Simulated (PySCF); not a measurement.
Ranking problems on computed properties.

Each SMILES stands for a single optimised conformer of the isolated species, non-relativistic unless stated. Electronic properties by PySCF.

The conformers computed, where there is a choice (atom-mapped SMILES and torsion angles):
- `[CH2:1]=[CH:2][C@H:3]([CH3:4])[S-:5]`: C1–C2–C3–C4 -133°
- `[CH2:1]=[CH:2][C@@H:3]1[C@@H:4]([CH2:5][CH3:6])[P@H+:7]1[CH2:8][CH3:9]`: C1–C2–C3–C4 39°, C3–C4–C5–C6 157°, C4–P7–C8–C9 -105°
- `[O:1]=[C:2]([O-:3])[CH:4]=[C:5]1[CH2:6][CH2:7]1`: O1–C2–C4–C5 0°
- `[CH2:1]=[N:2][c:3]1[cH:4][cH:5][n:6]([C:7]2=[CH:8][C:9]2=[CH2:10])[cH:11]1`: C1–N2–C3–C4 152°, C5–N6–C7–C8 180°
- `[N:1]#[C:2][SiH2:3][CH2:4][NH:5][CH2:6][CH:7]([F:8])[F:9]`: C2–Si3–C4–N5 180°, Si3–C4–N5–C6 -178°, C4–N5–C6–C7 -178°, N5–C6–C7–F8 -172°

The conformers of `CS[SiH2]O[Si@H](N)O`, `O=CO[C@@H]1CC(=O)CCC1=O`, `C=C[P@@H+]1CC[C@H](CC)C1`, `CCCC[PH+]1CC=CC1` and `COC1=C(F)N(C)CC1` aren't listed.

Problem. Rank by smallest rotational constant, lowest first (GFN2-xTB).
A. `O=C([O-])C=C1CC1`
B. `CP(C)(C)=N`
C. `C=C[C@H](C)[S-]`
D. `C(C)[C@@H]1[C@@H](C=C)[P@@H+]1CC`

Solution. D (0.700 GHz), A (1.342 GHz), C (2.152 GHz), B (3.433 GHz).

Problem. By how much do the two ends of that ranking differ?

Solution. By 2.733 GHz, between `CP(C)(C)=N` and `C=C[C@@H]1[C@@H](CC)[P@H+]1CC`.

Problem. Rank by HOMO–LUMO gap, highest first (PBE0/pcSseg-1 at GFN2-xTB geometries).
A. `C=C[C@@H]1[C@@H](CC)[P@H+]1CC`
B. `C=Nc1ccn(C2=CC2=C)c1`
C. `CS[SiH2]O[Si@H](N)O`
D. `CP(C)(C)=N`

Solution. C (7.24 eV), D (7.03 eV), A (6.27 eV), B (4.48 eV).

Problem. Rank by HOMO energy, lowest first (PBE0/pcSseg-1 at GFN2-xTB geometries).
A. `CCCC[PH+]1CC=CC1`
B. `N#C[SiH2]CNCC(F)F`
C. `C=Nc1ccn(C2=CC2=C)c1`
D. `C=C[P@@H+]1CC[C@H](CC)C1`
E. `COC1=C(F)N(C)CC1`
F. `C=C[C@@H]1[C@@H](CC)[P@H+]1CC`
G. `C1CC(=O)[C@@H](CC1=O)OC=O`
H. `P(=N)(C)(C)C`

Solution. D (-12.75 eV), A (-11.79 eV), F (-11.39 eV), G (-7.81 eV), B (-7.43 eV), H (-6.09 eV), C (-5.90 eV), E (-5.08 eV).
